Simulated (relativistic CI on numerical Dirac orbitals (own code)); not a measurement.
## Br XX: sensitivity of the levels to the model

Base calculation: Dirac-Coulomb-Breit CI, KLI orbitals optimised for each configuration, a model potential for QED, unscaled Slater integrals.

Configurations in the expansion (outside the closed core [Ne]): 3s²3p⁴, 3s3p⁵, 3s²3p³3d, 3p⁶, 3s3p⁴3d, 3p⁵3d, 3s3p³3d², 3s²3p²3d4p, 3s²3p³4s, 3p⁵4s, 3p⁵4p, 3s3p³3d4s, 3s²3p³4p, 3s²3p²3d², 3s²3p3d³, 3s3p²3d³, 3s²3p3d²4s, 3s²3p3d²4p, 3p⁴3d², 3p³3d³, 3p³3d²4s, 3p³3d²4p. Double excitations out of closed p, d and f shells are left out; levels of such configurations are missing from the list, as are those of other unlisted configurations, and high levels can miss mixing partners.

The lowest level and the first level of each name with at least 55 % of one term (blank where a level has no safe partner in the second run):

| Level | Base (cm⁻¹) | Shift (cm⁻¹) |
| --- | --- | --- |
| 3s²3p⁴ ³P2 | 0 | 0 |
| 3s²3p⁴ ³P0 | 44413 | +4 |
| 3s²3p⁴ ³P1 | 67210 | +20 |
| 3s²3p⁴ ¹D2 | 104440 | +21 |
| 3s²3p⁴ ¹S0 | 203138 | +35 |
| 3s3p⁵ ³P°2 | 516781 | +84 |
| 3s3p⁵ ³P°1 | 553647 | +75 |
| 3s3p⁵ ³P°0 | 589250 | +73 |
| 3s²3p³3d ⁵D°2 | 668813 | -133 |
| 3s²3p³3d ⁵D°3 | 669661 | -136 |
| 3s²3p³3d ⁵D°0 | 670925 | -116 |
| 3s²3p³3d ⁵D°1 | 673954 | -109 |
| 3s²3p³3d ⁵D°4 | 679891 | -138 |
| 3s²3p³3d ³D°1 | 736615 | -133 |
| 3s²3p³3d ¹S°0 | 745256 | -118 |
| 3s²3p³3d ³F°3 | 750849 | -134 |
| 3s²3p³3d ³F°4 | 767149 | -143 |
| 3s²3p³3d ³G°3 | 772054 | -127 |
| 3s²3p³3d ¹G°4 | 802385 | -128 |
| 3s²3p³3d ³G°5 | 804191 | -134 |
| 3s²3p³3d ³P°0 | 839569 | -114 |
| 3s²3p³3d ³P°1 | 841434 | -117 |

At this charge energies of transitions that change n are usually good to better than 1 %, and those within a shell (Δn = 0) to a few per cent.

(1) One thing was changed in a second run, which moved the levels as shown. Which?
A. Breit term removed
B. one mean potential for all configurations
C. configuration mixing switched off
D. QED terms removed
E. P86 correlation estimate

Results:

(1) B. One mean potential for all configurations. One potential for all configurations removes the relaxation of the orbitals, which moves whole configurations and changes the integrals a little.

LS names give the leading component of a level, which can be under half, so a name can repeat, a term be missing and a line seem to break the LS rules.
